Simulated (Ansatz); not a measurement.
Sr5S5⁻, relaxed as a doublet with UKS PBE-D4/def2-SVP in Ansatz, starting from packed atoms. Force threshold 0.03 eV/Å.

In the def2 sets Sr takes a core potential; there is no spin–orbit coupling. The highest occupied level of the charge -1 doublet lies above zero (up to 0.16 eV). By energy differences its removal costs 1.36 eV (vertical, to the charge 0 singlet, at PBE0-D4/def2-TZVPD). The relaxation made no stability test and no search for a lower SCF solution. The structure comes from a short search, and lower isomers may exist.

Start:

```xyz
10

Sr   -1.628   -1.807    1.711
Sr    2.464   -0.979   -1.416
Sr    2.201    1.305    3.024
Sr   -3.826   -0.709   -2.587
Sr   -0.654    2.233   -1.003
S     0.291   -2.747   -0.519
S    -1.136    1.415    1.924
S    -0.853   -0.617   -1.827
S     2.475    1.808   -0.065
S     0.667    0.100    0.758
```

Question: Estimate the energy that the relaxation releases and the steps that it takes.

Answer: 9.75 eV, in 24 steps; 7 min on 4 threads of Intel Xeon on a shared host. No frequencies were taken in this run, so the end may be a saddle point.

Question: Does the start keep its bonding?

Answer: Bonds lost: Sr5–S10 (atoms count from 1). Bonds formed: Sr1–S8, Sr4–S6 (atoms count from 1). Metal–metal contacts that move far: Sr2–Sr4 6.40 to 4.15 Å, Sr1–Sr2 5.22 to 3.43 Å, Sr3–Sr5 5.02 to 3.76 Å, Sr1–Sr3 5.11 to 3.97 Å, Sr2–Sr3 5.00 to 3.98 Å, Sr1–Sr5 4.96 to 4.07 Å.

Question: Predict the relaxed structure.

Answer: 
```xyz
10

Sr   -1.269   -0.939    1.128
Sr    1.373   -0.881   -1.060
Sr    1.803    1.335    2.218
Sr   -2.245   -2.009   -2.742
Sr   -0.441    2.715   -0.468
S    -0.622   -3.061   -0.837
S    -0.972    1.849    2.132
S    -1.351    0.402   -1.635
S     2.234    1.917   -0.511
S     1.490   -1.328    1.775
```
Bond lengths (bridged metal pairs left out): 16 × S–Sr 2.71 to 3.07 Å.
